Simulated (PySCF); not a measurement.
## Simulated absorption spectrum

Compound: C5H9FOSi.
Geometry (GFN2-xTB, Å), atoms numbered from 1 in this order:
```
atom  x, y, z in Å
F1     3.877   -0.217    0.641
C2     2.736    0.291    0.120
O3     1.696   -0.511    0.558
C4     0.436   -0.188    0.144
C5     0.060    0.822   -0.642
Si6   -1.791    0.810   -0.895
C7    -2.001   -0.551    0.427
C8    -0.607   -1.143    0.653
H9     2.840    0.275   -0.978
H10    2.641    1.328    0.486
H11    0.756    1.528   -1.062
H12   -2.206    0.389   -2.239
H13   -2.458    2.068   -0.546
H14   -2.365   -0.114    1.356
H15   -2.711   -1.328    0.154
H16   -0.495   -2.084    0.107
H17   -0.415   -1.363    1.705
```

The calculation used TDDFT PBE0/def2-SVPD, vertical, gas phase, core orbitals frozen in the response in PySCF 2.14.0, density-fitted response routines.

Computed states:

| state | E (eV) | f |
| --- | --- | --- |
| S1 | 6.35 | 0.016 |
| S2 | 6.51 | 0.0011 |
| S3 | 6.66 | 0.244 |
| S4 | 7.11 | 0.0097 |
| S5 | 7.30 | 0.0089 |
| S6 | 7.38 | 0.014 |
| S7 | 7.59 | 0.023 |
| S8 | 7.81 | 0.041 |

Each state is given a Gaussian of 0.4 eV full width at half maximum, with ε(max) = 2.175×10⁸ f / Δν̃ (Δν̃ the width in cm⁻¹). The cross-section is σ = 3.8235×10⁻²¹ ε cm², given in Mb (10⁻¹⁸ cm²). The width is an assumption, not a result. The curve ends short of the highest state used, and states not computed would add to its high-energy end.

Q: What does the envelope look like, and where are its maxima?

A: 
| λ (nm) | σ (Mb) |
| --- | --- |
| 172.1 | 6.98 |
| 173.3 | 6.51 |
| 174.6 | 6.63 |
| 175.8 | 7.78 |
| 177.0 | 10.44 |
| 178.3 | 15.54 |
| 179.5 | 22.47 |
| 180.8 | 32.05 |
| 182.0 | 41.87 |
| 183.2 | 51.28 |
| 184.5 | 59.31 |
| 185.7 | 63.43 |
| 187.0 | 63.62 |
| 188.2 | 60.02 |
| 189.4 | 53.61 |
| 190.7 | 44.83 |
| 191.9 | 36.27 |
| 193.2 | 27.63 |
| 194.4 | 20.80 |
| 195.6 | 15.31 |
| 196.9 | 10.78 |
| 198.1 | 7.72 |
| 199.4 | 5.33 |
| 200.6 | 3.76 |
| 201.8 | 2.62 |
| 203.1 | 1.75 |
| 204.3 | 1.18 |
| 205.6 | 0.75 |
| 206.8 | 0.48 |
| 208.1 | 0.29 |
| 209.3 | 0.17 |
| 210.5 | 0.10 |
| 211.8 | 0.06 |
| 213.0 | 0.03 |
| 214.3 | 0.02 |
| 215.5 | 0.01 |

Maxima: 186 nm (6.65 eV), ε about 17000, made up of S3 (98%) (ε in L mol⁻¹ cm⁻¹; maxima over ε = 5, shares over 10%). At its high-energy end, 7.21 eV, the curve is still rising (ε about 1800, from S4, S5 and S6).

Q: Coming from long wavelengths, where does ε first pass 100 L mol⁻¹ cm⁻¹?

A: At about 207 nm (5.98 eV), 0.38 eV below S1.

Q: Does any computed singlet lie in the visible range?

A: No computed singlet lies in the visible range (380 to 750 nm); the lowest, at 195 nm, stands 3.09 eV above its violet end (3.26 eV).

Q: What would ε be at 6.65 eV, the highest of these maxima, with half the width (0.2 eV)?

A: About 32900 L mol⁻¹ cm⁻¹ against 16800, a factor of about 1.96; a lone state at its own centre would give exactly 2.

One conformer stands for the species.
